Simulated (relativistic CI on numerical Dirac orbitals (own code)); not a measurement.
**Nd³⁺: 5p photoemission**

Computed with this model: Dirac-Coulomb-Breit CI, orbitals from a KLI potential per configuration, model QED (radiative potential, 1s self-energy scaled to tabulated hydrogen-like ionisation energies), valence Slater integrals scaled by 0.8, multiplet model of photoemission in the sudden approximation; configurations [Xe] 4f3 → [Kr] 4d10 4f3 5s2 5p5; 300 K; Lorentzian 0.6 eV and Gaussian 0.5 eV FWHM. Energies are those of the free ion, without screening or charge transfer. The energies are binding energies and can lie tens of eV above those of solids. S is read from ⟨S²⟩ = S(S + 1).

free ion: ground-state S = 1.48, centroid 53.18 eV. Peaks (eV, height): 52.0 (100), 55.6 (42), 56.7 (29).

Strongest unbroadened transitions for free ion:

```
Energy (eV)  Relative strength
      50.95               71.6
      51.13               46.8
      51.37               19.4
      51.63               17.8
      51.92              100.0
      52.02               89.9
      52.19               47.1
      52.43               21.3
      52.77                4.5
      53.04                5.1
      53.63               10.5
      55.32               16.8
      55.49               37.3
      55.67               44.3
      56.22               12.0
      56.44               12.0
      56.85               45.7
      57.80                5.9
```
